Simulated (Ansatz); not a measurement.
`C[S][AlH][OH]`, relaxed with RKS PBE0-D4/def2-TZVP in Ansatz from a PBE-D4/def2-SVP geometry. The force threshold is 0.005 eV/Å; the program also tests the step.

The species carries charge 0 and has multiplicity 1.

Start:

```xyz
9

C     0.967    1.242   -0.874
S     0.067   -0.339   -1.194
Al   -0.674   -0.774    0.826
O    -1.601   -2.178    1.158
H     0.892    1.562    0.185
H     2.034    1.105   -1.133
H     0.535    2.032   -1.518
H    -0.369    0.205    2.040
H    -1.851   -2.856    0.511
```

Q: How much energy does the relaxation release, and in how many steps? (An estimate is asked.)

A: Computed: 4.17 kJ/mol, in 4 steps.

Q: Which bonds change most? (An estimate is asked.)

A: Computed: Al3–O4 from 1.716 to 1.690 Å; C1–S2 from 1.847 to 1.823 Å; S2–Al3 from 2.195 to 2.172 Å; C1–H5 from 1.109 to 1.091 Å.

Q: Give the relaxed structure. (An estimate is asked.)

A: Ansatz gave: 
```xyz
9

C     0.953    1.225   -0.863
S     0.074   -0.343   -1.169
Al   -0.666   -0.768    0.829
O    -1.584   -2.154    1.138
H     0.876    1.536    0.179
H     2.003    1.094   -1.118
H     0.520    1.998   -1.497
H    -0.350    0.219    2.015
H    -1.825   -2.807    0.485
```
